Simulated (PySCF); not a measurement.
Simulated absorption spectrum

C₆H₇FSi.
SMILES: `FC[SiH2]C#CC1=CC1`

Computed with PySCF 2.14.0, density-fitted response routines, TDDFT CAM-B3LYP/def2-SVPD, vertical, gas phase, core orbitals frozen in the response. One conformer (not necessarily the lowest) at the GFN2-xTB geometry, without solvent, vibrations or thermal averaging. Torsions of this conformer, `[F:1][CH2:2][SiH2:3][C:4]#[C:5][C:6]1=[CH:7][CH2:8]1`: F1–C2–Si3–C4 178°.

Broadening: Gaussians 0.4 eV wide at half height, area fixed by f = 4.319×10⁻⁹ ∫ε dν̃. The width is an assumption, not a result. The curve ends short of the highest state used, and states not computed would add to its high-energy end.

```json
{"E (eV)": "3.94", "ε (L mol⁻¹ cm⁻¹)": "0"}
{"E (eV)": "3.99", "ε (L mol⁻¹ cm⁻¹)": "0"}
{"E (eV)": "4.04", "ε (L mol⁻¹ cm⁻¹)": "1"}
{"E (eV)": "4.09", "ε (L mol⁻¹ cm⁻¹)": "3"}
{"E (eV)": "4.14", "ε (L mol⁻¹ cm⁻¹)": "10"}
{"E (eV)": "4.19", "ε (L mol⁻¹ cm⁻¹)": "28"}
{"E (eV)": "4.24", "ε (L mol⁻¹ cm⁻¹)": "77"}
{"E (eV)": "4.29", "ε (L mol⁻¹ cm⁻¹)": "192"}
{"E (eV)": "4.34", "ε (L mol⁻¹ cm⁻¹)": "440"}
{"E (eV)": "4.39", "ε (L mol⁻¹ cm⁻¹)": "929"}
{"E (eV)": "4.44", "ε (L mol⁻¹ cm⁻¹)": "1800"}
{"E (eV)": "4.49", "ε (L mol⁻¹ cm⁻¹)": "3200"}
{"E (eV)": "4.54", "ε (L mol⁻¹ cm⁻¹)": "5220"}
{"E (eV)": "4.59", "ε (L mol⁻¹ cm⁻¹)": "7810"}
{"E (eV)": "4.65", "ε (L mol⁻¹ cm⁻¹)": "11299"}
{"E (eV)": "4.70", "ε (L mol⁻¹ cm⁻¹)": "13976"}
{"E (eV)": "4.75", "ε (L mol⁻¹ cm⁻¹)": "15853"}
{"E (eV)": "4.80", "ε (L mol⁻¹ cm⁻¹)": "16490"}
{"E (eV)": "4.85", "ε (L mol⁻¹ cm⁻¹)": "15730"}
{"E (eV)": "4.90", "ε (L mol⁻¹ cm⁻¹)": "13760"}
{"E (eV)": "4.95", "ε (L mol⁻¹ cm⁻¹)": "11038"}
{"E (eV)": "5.00", "ε (L mol⁻¹ cm⁻¹)": "8120"}
{"E (eV)": "5.05", "ε (L mol⁻¹ cm⁻¹)": "5478"}
{"E (eV)": "5.10", "ε (L mol⁻¹ cm⁻¹)": "3390"}
{"E (eV)": "5.15", "ε (L mol⁻¹ cm⁻¹)": "1925"}
{"E (eV)": "5.20", "ε (L mol⁻¹ cm⁻¹)": "1005"}
{"E (eV)": "5.25", "ε (L mol⁻¹ cm⁻¹)": "485"}
{"E (eV)": "5.30", "ε (L mol⁻¹ cm⁻¹)": "219"}
{"E (eV)": "5.35", "ε (L mol⁻¹ cm⁻¹)": "97"}
{"E (eV)": "5.40", "ε (L mol⁻¹ cm⁻¹)": "46"}
{"E (eV)": "5.45", "ε (L mol⁻¹ cm⁻¹)": "26"}
{"E (eV)": "5.50", "ε (L mol⁻¹ cm⁻¹)": "18"}
{"E (eV)": "5.55", "ε (L mol⁻¹ cm⁻¹)": "14"}
{"E (eV)": "5.60", "ε (L mol⁻¹ cm⁻¹)": "10"}
{"E (eV)": "5.65", "ε (L mol⁻¹ cm⁻¹)": "8"}
{"E (eV)": "5.70", "ε (L mol⁻¹ cm⁻¹)": "5"}
{"E (eV)": "5.75", "ε (L mol⁻¹ cm⁻¹)": "4"}
{"E (eV)": "5.80", "ε (L mol⁻¹ cm⁻¹)": "4"}
{"E (eV)": "5.85", "ε (L mol⁻¹ cm⁻¹)": "9"}
{"E (eV)": "5.90", "ε (L mol⁻¹ cm⁻¹)": "24"}
{"E (eV)": "5.95", "ε (L mol⁻¹ cm⁻¹)": "64"}
{"E (eV)": "6.00", "ε (L mol⁻¹ cm⁻¹)": "157"}
{"E (eV)": "6.05", "ε (L mol⁻¹ cm⁻¹)": "360"}
{"E (eV)": "6.10", "ε (L mol⁻¹ cm⁻¹)": "760"}
{"E (eV)": "6.15", "ε (L mol⁻¹ cm⁻¹)": "1479"}
{"E (eV)": "6.20", "ε (L mol⁻¹ cm⁻¹)": "2647"}
{"E (eV)": "6.25", "ε (L mol⁻¹ cm⁻¹)": "4359"}
{"E (eV)": "6.30", "ε (L mol⁻¹ cm⁻¹)": "6598"}
{"E (eV)": "6.35", "ε (L mol⁻¹ cm⁻¹)": "9178"}
{"E (eV)": "6.40", "ε (L mol⁻¹ cm⁻¹)": "11727"}
{"E (eV)": "6.45", "ε (L mol⁻¹ cm⁻¹)": "13761"}
{"E (eV)": "6.50", "ε (L mol⁻¹ cm⁻¹)": "14831"}
{"E (eV)": "6.55", "ε (L mol⁻¹ cm⁻¹)": "14684"}
{"E (eV)": "6.60", "ε (L mol⁻¹ cm⁻¹)": "13367"}
{"E (eV)": "6.65", "ε (L mol⁻¹ cm⁻¹)": "11218"}
{"E (eV)": "6.70", "ε (L mol⁻¹ cm⁻¹)": "8745"}
```

**Question.** Where are the band maxima, and which computed states make them?

**Answer.** 258 nm (4.80 eV), ε about 16000, made up of S2 (100%); 190 nm (6.52 eV), ε about 15000, made up of S5 (98%) (ε in L mol⁻¹ cm⁻¹; maxima over ε = 5, shares over 10%). The states used: S1 4.54 eV (f 0.0001); S2 4.80 eV (f 0.245); S3 5.44 eV (f 0.0002); S4 6.37 eV (f 0.0030); S5 6.52 eV (f 0.218); S6 6.76 eV (f 0.0036); S7 7.25 eV (f 0.444); S8 7.30 eV (f 0.035).

**Question.** What would ε be at 4.80 eV, the highest of these maxima, with half the width (0.2 eV)?

**Answer.** About 33000 L mol⁻¹ cm⁻¹ against 16500, a factor of about 2.00; a lone state at its own centre would give exactly 2.

**Question.** On this curve, what absorbance would a 10⁻⁵ mol/L sample give at 193 nm over a 1 cm path?

**Answer.** 193 nm is 6.424 eV, where ε is about 13000 L mol⁻¹ cm⁻¹, so A = ε c l ≈ 0.13 (Beer–Lambert, with the gas-phase spectrum and the assumed width).

**Question.** Coming from long wavelengths, where does ε first pass 100 L mol⁻¹ cm⁻¹?

**Answer.** At about 291 nm (4.26 eV), 0.29 eV below S1.
